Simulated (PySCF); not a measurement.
**Mn(3+) (manganese, charge +3) across methods**

[Ar] 3d4, high-spin 5D determinant. Computed with PySCF 2.14 in def2-TZVPPD (6s6p4d2f1g, 67 functions), with no relativity, point nucleus.

```tsv
method	E (hartree)	mean ε 3p α (eV)	mean ε 3p β (eV)	mean ε 3d α (eV)	Σ⟨r²⟩ (bohr²)	⟨S²⟩
M06-2X	-1148.866	-100.07	-93.098	-48.449	13.11	6.001
LDA	-1146.455	-91.512	-87.092	-43.181	13.26	6.000
TPSSh	-1148.900	-93.922	-88.468	-44.121	13.20	6.001
r2SCAN	-1148.855	-93.622	-87.743	-43.557	13.15	6.001
revPBE	-1148.761	-91.583	-86.957	-42.986	13.24	6.000
PBE	-1148.610	-91.613	-87.008	-43.051	13.25	6.000
r2SCAN0	-1148.855	-97.685	-90.546	-46.214	13.11	6.001
UHF	-1147.88994	-109.29	-97.574	-53.299	13.06	6.002
```

**Question.** Estimate the same row for PBE0.

**Answer.** E (hartree) = -1148.671; mean ε 3p α (eV) = -96.291; mean ε 3p β (eV) = -90.061; mean ε 3d α (eV) = -45.822; Σ⟨r²⟩ (bohr²) = 13.17; ⟨S²⟩ = 6.001.
